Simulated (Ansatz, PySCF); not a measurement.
Process, species as SMILES: C=N (CH3N) + H+ → C=[NH2+]
Each molecule is optimised on its own at B3LYP-D3(BJ)/def2-TZVP (Ansatz, an electronic-structure program).

Quantity: proton affinity (electronic energy difference), positive where the reaction releases energy, in eV. Valence correlation only, unless marked. Spin-orbit coupling is left out. No relativistic terms. Basis-set limits of correlation are two-point, X^-3; Hartree-Fock from the larger set.

```tsv
level	program	proton affinity (eV)	minus last row
BLYP-D4/def2-TZVPD	Ansatz + dftd4	9.22	-0.11
PBE0/6-31G*	Ansatz	9.46	0.13
PBE0-D4/def2-TZVP	Ansatz + dftd4	9.39	0.06
PBE0/def2-TZVPD	Ansatz	9.37	0.04
MN15/def2-TZVPD	PySCF	9.30	-0.03
HSE06-D4/def2-TZVPD	Ansatz + dftd4	9.37	0.04
B2PLYP-D4/def2-TZVPD	Ansatz + dftd4	9.29	-0.04
RPA@PBE/cc-pVTZ	Ansatz	9.52	0.19
MP2/def2-SVP	Ansatz	9.51	0.18
MP2/cc-pVTZ	Ansatz	9.34	0.01
RI-MP2/def2-TZVPP	Ansatz	9.30	-0.03
RI-MP2/def2-QZVPP	Ansatz	9.28	-0.05
CCSD(T)/cc-pVDZ	Ansatz	9.51	0.18
CCSD(T)/cc-pVDZ	PySCF	9.51	0.18
CCSD(T)/CBS(cc-pVTZ,cc-pVQZ)	Ansatz	9.33	0.00
```
